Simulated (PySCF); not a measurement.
A structure optimised at ωB97X-D3(BJ)/def2-SVP, used in a PySCF frequency run:

```xyz
9

B      0.0315    -0.0508     0.0000
F      1.3456    -0.3754     0.0000
C     -0.3697     1.4754     0.0000
H      0.0602     1.9767    -0.8835
H     -1.4569     1.6471     0.0000
H      0.0602     1.9767     0.8835
N     -0.8893    -1.1100     0.0000
H     -1.8902    -0.9704     0.0000
H     -0.5983    -2.0800     0.0000
```

Task: Write its SMILES, formula and point group.

Result: CB(N)F, CH5BFN, Cs

Task: What are its rotational constants (standard atomic weights)?

Result: 9.3193, 7.9449, 4.4064 GHz
